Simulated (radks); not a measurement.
La III, configuration [Xe] 5d1.

All-electron calculation, scalar-relativistic Kohn-Sham, exchange-only LDA, spin-polarised, spherical densities, point nucleus; open shells are filled with parallel spins first (spin-orbit coupling, left out, can overturn this in heavy ions). Program: a radial shooting solver on a logarithmic mesh with Libxc functionals.

Energy parts (hartree):
| part | energy |
|---|---|
| total | -8480.8221 |
| kinetic | 8973.1373 |
| electron-nucleus | -20514.4594 |
| Hartree | 3251.3550 |
| exchange | -190.8550 |

Orbitals (lengths in bohr, moments of r in powers of bohr):
1s up: occ. 1; eigenvalue (hartree) -1423.008; <r^4> 1.923e-06
1s down: occ. 1; eigenvalue (hartree) -1423.008; <r^4> 1.923e-06
2s up: occ. 1; eigenvalue (hartree) -226.8938; <r^4> 0.0003194
2s down: occ. 1; eigenvalue (hartree) -226.8927; <r^4> 0.0003194
2p up: occ. 3; eigenvalue (hartree) -203.4966; <r^4> 0.0002329
2p down: occ. 3; eigenvalue (hartree) -203.4957; <r^4> 0.0002329
3s up: occ. 1; eigenvalue (hartree) -48.82628; <r^4> 0.01315
3s down: occ. 1; eigenvalue (hartree) -48.82562; <r^4> 0.01315
3p up: occ. 3; eigenvalue (hartree) -41.35468; <r^4> 0.01373
3p down: occ. 3; eigenvalue (hartree) -41.35397; <r^4> 0.01373
3d up: occ. 5; eigenvalue (hartree) -30.59056; <r^4> 0.01149
3d down: occ. 5; eigenvalue (hartree) -30.58960; <r^4> 0.01149
4s up: occ. 1; eigenvalue (hartree) -10.17241; <r^4> 0.3408
4s down: occ. 1; eigenvalue (hartree) -10.17062; <r^4> 0.3407
4p up: occ. 3; eigenvalue (hartree) -7.74101; <r^4> 0.4488
4p down: occ. 3; eigenvalue (hartree) -7.73927; <r^4> 0.4486
4d up: occ. 5; eigenvalue (hartree) -4.22255; <r^4> 0.7666
4d down: occ. 5; eigenvalue (hartree) -4.22053; <r^4> 0.7646
5s up: occ. 1; eigenvalue (hartree) -1.85482; <r^4> 10.86
5s down: occ. 1; eigenvalue (hartree) -1.83958; <r^4> 10.63
5p up: occ. 3; eigenvalue (hartree) -1.24656; <r^4> 20.41
5p down: occ. 3; eigenvalue (hartree) -1.22530; <r^4> 19.71
5d up: occ. 1; eigenvalue (hartree) -0.51788; <r^4> 107.7
5d down: occ. 0; eigenvalue (hartree) -0.48284; <r^4> 104.2

The highest occupied level is 5d up at -14.092 eV. For comparison, the ionisation energy in NIST's Atomic Spectra Database is 19.177 eV (measured). In exact Kohn-Sham theory the highest level is minus the ionisation energy, but local and semilocal functionals leave it too shallow, through self-interaction and a potential that decays too fast; potentials with the right tail come closer.
